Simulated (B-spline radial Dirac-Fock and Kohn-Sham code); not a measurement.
# K-shell conversion coefficients of Tb against transition energy

The computed values come from an atomic code on a B-spline grid: a Dirac-Hartree-Slater potential of the neutral atom with a Latter tail (no hole, which puts coefficients of high multipoles low close above an edge), finite nucleus with surface currents. Subshells within 1 keV of threshold and pair formation are left out.

```csv
energy (keV),E1,E3,E4,E5,M2,M4
56.6,1.11,2.69,1.94,1.36,127,532
80.6,0.445,5.83,17.3,52.8,34.6,711
99.9,0.252,4.08,14.3,51.6,15.8,379
100,0.252,4.07,14.3,51.5,15.8,378
109,0.200,3.33,12.0,44.6,11.5,278
139,0.105,1.71,6.26,23.6,4.84,107
170,0.0612,0.917,3.27,12.0,2.39,46.1
179,0.0534,0.778,2.74,9.93,2.00,37.0
195,0.0426,0.590,2.03,7.21,1.49,25.6
200,0.0399,0.543,1.86,6.55,1.37,22.9
209,0.0355,0.470,1.59,5.53,1.18,18.9
247,0.0231,0.272,0.876,2.88,0.671,9.20
490,0.00440,0.0321,0.0812,0.205,0.0773,0.531
500,0.00421,0.0303,0.0761,0.191,0.0728,0.491
793,0.00160,0.00889,0.0189,0.0395,0.0195,0.0878
1000,0.00102,0.00511,0.0101,0.0194,0.0104,0.0398
1050,0.000936,0.00457,0.00888,0.0168,0.00916,0.0339
1090,0.000874,0.00420,0.00807,0.0150,0.00831,0.0300
1560,0.000467,0.00193,0.00337,0.00563,0.00335,0.00993
2000,0.000311,0.00116,0.00191,0.00301,0.00184,0.00490
```

Q: How fast do they fall between 1090 and 2000 keV?

A: As powers of the energy: E1 E^-1.70, E3 E^-2.12, E4 E^-2.37, E5 E^-2.65, M2 E^-2.48, M4 E^-2.98. Within one type (E or M) the higher multipoles fall faster.
